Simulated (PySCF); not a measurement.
Compound: C₅H₁₂Si.
SMILES with atom numbers: `[CH3:1][CH2:2][CH2:3][C@@H:4]1[CH2:5][SiH2:6]1` (hydrogens: H7, H8, H9 on C1; H10, H11 on C2; H12, H13 on C3; H14 on C4; H15, H16 on C5; H17, H18 on Si6)

The calculation used core-valence-separated Tamm–Dancoff BHandHLYP/aug-pcX-1 (pcseg-1 on H, def2-SVPD on Si) in PySCF, non-relativistic, gas phase, PBE0-D3(BJ)/def2-SVP geometry.

Computed carbon K-edge spectrum, Gaussian lines of 0.4 eV full width, highest printed point 100; it ends one width below the last computed root. BHandHLYP without relativity tends to put these K edges a few eV too low, so spacings mean more than positions.

```json
{"photon energy (eV)": "284.1", "absorption": "0"}
{"photon energy (eV)": "284.2", "absorption": "1"}
{"photon energy (eV)": "284.3", "absorption": "5"}
{"photon energy (eV)": "284.4", "absorption": "14"}
{"photon energy (eV)": "284.5", "absorption": "29"}
{"photon energy (eV)": "284.6", "absorption": "44"}
{"photon energy (eV)": "284.7", "absorption": "49"}
{"photon energy (eV)": "284.8", "absorption": "40"}
{"photon energy (eV)": "284.9", "absorption": "25"}
{"photon energy (eV)": "285.0", "absorption": "14"}
{"photon energy (eV)": "285.1", "absorption": "11"}
{"photon energy (eV)": "285.2", "absorption": "14"}
{"photon energy (eV)": "285.3", "absorption": "23"}
{"photon energy (eV)": "285.4", "absorption": "38"}
{"photon energy (eV)": "285.5", "absorption": "55"}
{"photon energy (eV)": "285.6", "absorption": "68"}
{"photon energy (eV)": "285.7", "absorption": "80"}
{"photon energy (eV)": "285.8", "absorption": "93"}
{"photon energy (eV)": "285.9", "absorption": "100"}
{"photon energy (eV)": "286.0", "absorption": "89"}
{"photon energy (eV)": "286.1", "absorption": "62"}
{"photon energy (eV)": "286.2", "absorption": "34"}
{"photon energy (eV)": "286.3", "absorption": "19"}
{"photon energy (eV)": "286.4", "absorption": "16"}
{"photon energy (eV)": "286.5", "absorption": "19"}
```

Question: Where are the maxima, and which lines make them up?

Answer: 2 maxima:
- 284.7 eV: C4 (sp3 carbon bound to silicon), 284.72 eV, f = 0.036, 57 % of the height at the exact maximum; C5 (sp3 carbon bound to silicon), 284.63 eV, f = 0.028, 43 % of the height at the exact maximum
- 285.9 eV: C1 (methyl carbon), 285.96 eV, f = 0.029, 22 % of the height at the exact maximum; C1 (methyl carbon), 285.93 eV, f = 0.027, 22 % of the height at the exact maximum; C3 (chain CH2 carbon), 286.01 eV, f = 0.028, 19 % of the height at the exact maximum; C5 (sp3 carbon bound to silicon), 285.81 eV, f = 0.022, 16 % of the height at the exact maximum

Further lines of some strength in the range: C1, 285.18 eV, f = 0.008; C2, 285.46 eV, f = 0.015; C3, 285.56 eV, f = 0.017; C5, 285.57 eV, f = 0.016; C4, 285.64 eV, f = 0.019.

Roots within 0.03 eV on the same or equivalent atoms count as one line; shares under 12 % aren't listed.

Vibrational structure and lifetime widths aren't in the curve. The ionisation threshold wasn't computed; near and above it a finite basis only mimics Rydberg series and continuum.

Shape of the structure used: `[CH3:1][CH2:2][CH2:3][C@@H:4]1[CH2:5][SiH2:6]1`: C1–C2–C3–C4 179°, C2–C3–C4–C5 -74°.

One conformer stands for the species.
